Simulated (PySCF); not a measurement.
C₃H₂N, charge -1, singlet, geometry from GFN2-xTB. Base run: M062X/6-311G** run with PySCF.

Geometry (Å):
```xyz
6

C     -0.1206    -1.6959     0.0087
C      0.4790    -0.5149     0.0067
C     -0.0365     0.7371    -0.0045
H     -1.2158    -1.8935     0.0012
H      0.4617    -2.6235     0.0185
N     -0.1681     1.9084    -0.0121
```
Charge -1, spin multiplicity 1.
All else is at PySCF's defaults.
Base energy -170.18173 Eh.

The base run was repeated with changes; each row names its change, and settings that it needs were set with it.

```json
[
 {"change": "base", "ΔE vs base (mEh)": "0.000", "SCF cycles": "11", "outcome": "converged"},
 {"change": "solver = newton; init_guess = 1e", "ΔE vs base (mEh)": "0.000", "SCF cycles": "-", "outcome": "converged"},
 {"change": "diis = off; damp = 0.6 (with mf.diis_start_cycle = 200; with mf.max_cycle = 150)", "ΔE vs base (mEh)": "0.000", "SCF cycles": "24", "outcome": "converged"},
 {"change": "init_guess = mod_huckel", "ΔE vs base (mEh)": "0.000", "SCF cycles": "14", "outcome": "converged"},
 {"change": "conv_tol = 1e-4", "ΔE vs base (mEh)": "0.004", "SCF cycles": "6", "outcome": "converged"},
 {"change": "level_shift = 0.1 (with mf.max_cycle = 100)", "ΔE vs base (mEh)": "0.000", "SCF cycles": "12", "outcome": "converged"},
 {"change": "diis = off; damp = 0.3 (with mf.diis_start_cycle = 200; with mf.max_cycle = 150)", "ΔE vs base (mEh)": "-", "SCF cycles": "150", "outcome": "not converged"},
 {"change": "DIIS = EDIIS", "ΔE vs base (mEh)": "-", "SCF cycles": "50", "outcome": "not converged"},
 {"change": "diis_space = 4", "ΔE vs base (mEh)": "0.000", "SCF cycles": "13", "outcome": "converged"},
 {"change": "init_guess = vsap", "ΔE vs base (mEh)": "0.000", "SCF cycles": "11", "outcome": "converged"},
 {"change": "level_shift = 1.0 (with mf.max_cycle = 100)", "ΔE vs base (mEh)": "0.000", "SCF cycles": "32", "outcome": "converged"},
 {"change": "conv_tol_grad = 1e-7", "ΔE vs base (mEh)": "0.000", "SCF cycles": "15", "outcome": "converged"},
 {"change": "conv_tol = 1e-7", "ΔE vs base (mEh)": "0.000", "SCF cycles": "9", "outcome": "converged"}
]
```
